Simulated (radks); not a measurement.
Values are calculated unless marked as measured or tabulated.
The thulium ion Tm2+, configuration [Xe] 4f11.5 6p1.5 (fractional occupations, a model configuration). Code: a radial shooting solver on a logarithmic mesh with Libxc functionals. Model: scalar-relativistic Kohn-Sham, PBE, spin-unpolarised, spherical densities, point nucleus. Some entries of the table are withheld. Estimate them.

| orbital | occ. | eigenvalue (hartree) | <1/r> (bohr^-1) | <r^2> (bohr^2) |
|---|---|---|---|---|
| 1s | 2 | -2180.083 | 79.11 | (1) |
| 2s | 2 | -368.7937 | 18.43 | 0.008514 |
| 2p | 6 | -325.7231 | 16.97 | 0.006946 |
| 3s | 2 | (2) | 6.802 | 0.05580 |
| 3p | 6 | -70.79617 | (3) | 0.05626 |
| 3d | 10 | -54.70800 | 6.008 | 0.04687 |
| 4s | 2 | -17.47395 | 2.877 | 0.2790 |
| 4p | 6 | -13.18288 | 2.630 | 0.3164 |
| 4d | 10 | -7.48579 | 2.328 | 0.3757 |
| 5s | 2 | -2.95400 | (4) | 1.609 |
| 5p | 6 | -1.92076 | 0.9365 | 2.196 |
| 4f | 11.5 | -1.24029 | 1.775 | 0.6902 |
| 6p | 1.5 | -0.50859 | 0.3414 | 15.10 |

Answer. 
(1) 1s <r^2> (bohr^2): 0.0005483
(2) 3s eigenvalue (hartree): -83.83546
(3) 3p <1/r> (bohr^-1): 6.342
(4) 5s <1/r> (bohr^-1): 1.109
